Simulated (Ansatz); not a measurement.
# Ansatz input wanted

C4H3Si: 8 atoms, total charge 0, spin state doublet. The shape was relaxed beforehand at B3LYP/def2-SVP.

```xyz
8

C     2.0549   -0.0986    1.7317
C     1.3035   -0.2318    0.7779
Si    0.1622   -0.5883   -0.5874
C    -1.2406    0.5599   -0.6720
C    -2.2528    1.2418   -0.7235
H     2.7189    0.0311    2.5673
H     0.8629   -0.7243   -1.8910
H    -3.1360    1.8530   -0.7700
```

Settings wanted:

| Setting | Value |
| --- | --- |
| basis set | def2-SVP |
| core potential | none |
| integral approximation | automatic |
| task | energy |
| method | HF |
| dispersion | none |
| reference | UHF |
| accuracy | medium |
| broken bond | (8, 3) |

Task: Give an Ansatz 0.2.0 job that does this.

Result: One that was run (others would do as well):

input.yaml:
```yaml
crystal:
  periodic: [false, false, false]
  atoms:
    - symbol: C
      position_ang: [2.054904, -0.098606, 1.731741]
    - symbol: C
      position_ang: [1.303543, -0.231776, 0.777886]
    - symbol: Si
      position_ang: [0.162247, -0.588346, -0.587403]
    - symbol: C
      position_ang: [-1.240641, 0.559892, -0.672039]
    - symbol: C
      position_ang: [-2.252771, 1.241843, -0.723504]
    - symbol: H
      position_ang: [2.718861, 0.031093, 2.567319]
    - symbol: H
      position_ang: [0.862890, -0.724321, -1.891008]
    - symbol: H
      position_ang: [-3.136031, 1.853021, -0.769992]
basis:
  gaussian:
    orbitals: def2-SVP
magnetization:
  spin_polarized: true
  initial_magnetization: 1
hamiltonian:
  xc: hf
```

```bash
$ ansatz run input.yaml --threads 1 --pin off --max-ram 3480MiB --events-out events.jsonl --progress --plain --runs-dir runs
```

Calculated total energy: -441.79599 Eh. The reference is spin-contaminated (⟨S²⟩ = 1.01).
